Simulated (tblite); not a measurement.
Species: C6H9F2Si2 (charge +1).
Atom-mapped SMILES: `[F:1][CH:2]([F:3])[SiH2:4][C:5]1=[CH:6][CH:7]=[CH:8][CH2:9][SiH+:10]1` (hydrogens: H11 on C2; H12, H13 on Si4; H14 on C6; H15 on C7; H16 on C8; H17, H18 on C9; H19 on Si10)

Structure used (GFN2-xTB), in Å, numbered top down from 1:
```xyz
19
C6H9F2Si2 angstrom
F     -2.111   -1.110    1.486
C     -2.848   -0.050    1.008
F     -2.501    0.988    1.826
Si    -2.242    0.370   -0.792
C     -0.353    0.211   -0.483
C      0.505    0.132   -1.544
C      1.928   -0.053   -1.526
C      2.698   -0.256   -0.444
C      2.243   -0.290    0.976
Si     0.404    0.087    1.208
H     -3.903   -0.277    1.181
H     -2.706   -0.671   -1.701
H     -2.630    1.748   -1.064
H      0.077    0.205   -2.536
H      2.406   -0.056   -2.495
H      3.757   -0.425   -0.586
H      2.862    0.411    1.547
H      2.508   -1.272    1.386
H     -0.104    0.318    2.546
```

The geometry is computed with GFN2-xTB (gas phase).

Take the most abundant isotopes and a rigid rotor. The values belong to one conformer with, in the numbering `[F:1][CH:2]([F:3])[SiH2:4][C:5]1=[CH:6][CH:7]=[CH:8][CH2:9][SiH+:10]1`, F1–C2–Si4–C5 -43°, C2–Si4–C5–C6 166°.

Q: Give the principal moments of inertia and the rotational constants in MHz.

A: Ia = 282.39, Ib = 750.01, Ic = 934.10 u·Å²; 505379 MHz·u·Å²/I gives A = 1790, B = 673.8, C = 541.0 MHz.

Q: Classify the top.

A: An asymmetric top: κ = (2 × 673.8 − 1790 − 541.0)/(1790 − 541.0) = -0.79.

Q: Is it planar, by Δ = Ic − Ia − Ib?

A: Not planar: Δ = Ic − Ia − Ib = -98.31 u·Å². For a rigid frame Δ = −2 Σ m c², so Σ m c² = 49.15 u·Å² lies off the ab plane: 5.21 from hydrogen and 43.94 from heavier atoms. The atom farthest from that plane is 1.37 Å away.

Q: Where do the levels up to J = 4 lie, in MHz?

A: Above 0(0,0):
J = 1: 1(0,1) 1215, 1(1,1) 2331, 1(1,0) 2463
J = 2: 2(0,2) 3633, 2(1,2) 4628, 2(1,1) 5026, 2(2,1) 8373, 2(2,0) 8385
J = 3: 3(0,3) 7234, 3(1,3) 8066, 3(1,2) 8862, 3(2,2) 12018, 3(2,1) 12073, 3(3,1) 17936, 3(3,0) 17936
J = 4: 4(0,4) 11986, 4(1,4) 12639, 4(1,3) 13963, 4(2,3) 16869, 4(2,2) 17031, 4(3,2) 22816, 4(3,1) 22820, 4(4,1) 31073, 4(4,0) 31073

Q: Estimate the classical rotational partition function at 25 K, 50 K and 298.15 K.

A: Point group C1, symmetry number σ = 1; q = (√π/σ)·√((kT/h)³/(ABC)), k/h = 20836.6 MHz/K: 26100 at 25 K, 73800 at 50 K, 1070000 at 298.15 K.

Its GFN2-xTB frequencies are all real (lowest 19 cm⁻¹). Zero-point vibration and centrifugal distortion are left out.

On an Arm Neoverse V1 with one thread, no GPU, on a shared host, this took 1.8 s. That covers the optimisation of the geometry.
